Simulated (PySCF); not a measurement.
## Mn (manganese, neutral) across methods

[Ar] 3d7, high-spin 4F determinant (an excited configuration). Computed with PySCF 2.14 in aug-cc-pwCVTZ-DK with one added diffuse shell each of s, p, d, f, g type (11s10p8d5f4g, 152 functions), with scalar relativity by spin-free X2C-1e.

```csv
method,E (hartree),mean ε 3p β (eV),mean ε 3d α (eV),mean ε 3d β (eV),Σ⟨r²⟩ (bohr²),⟨S²⟩
LDA,-1155.960,-46.393,-2.681,-0.839,38.07,3.806
PBE,-1158.153,-46.359,-2.529,-0.857,39.05,3.812
r2SCAN,-1158.327,-47.155,-2.638,-0.767,38.83,3.842
UHF,-1157.05539,-58.098,-11.181,-2.839,44.21,4.287
PBE0,-1158.139,-49.073,-3.850,-1.541,36.53,3.826
```
